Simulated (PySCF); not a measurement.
# Sr⁺ (strontium, charge +1) across methods

[Kr] 5s1, 2S determinant. All numbers are calculated (PySCF 2.14, a scalar-relativistic core potential, in def2-TZVPPD with the def2 core potential (28 electrons)).

```
 method  E (hartree)  mean ε 4p α (eV)  mean ε 4p β (eV)  mean ε 5s α (eV)  Σ⟨r²⟩ (bohr²)   ⟨S²⟩
wB97M-V     -30.4126           -33.767           -33.651           -10.732          38.82  0.750
    UHF    -30.17277           -36.027           -35.910           -10.469          39.74  0.750
    PBE     -30.4744           -29.400           -29.244            -8.681          38.36  0.750
  M06-L     -30.4717           -29.853           -29.780            -8.496          38.20  0.751
   PBE0     -30.4712           -31.323           -31.178            -9.233          38.53  0.750
    LDA     -30.3639           -29.315           -29.178            -8.875          38.20  0.750
 r2SCAN     -30.4889           -30.065           -29.956            -8.769          38.50  0.750
    M06     -30.4360           -31.004           -30.913            -9.105          38.09  0.751
```

(1) Estimate the same row for PW91.

Energies and moments cover only the electrons outside the core potential.

Answers

(1) E (hartree) = -30.4933; mean ε 4p α (eV) = -29.464; mean ε 4p β (eV) = -29.308; mean ε 5s α (eV) = -8.738; Σ⟨r²⟩ (bohr²) = 38.32; ⟨S²⟩ = 0.750.
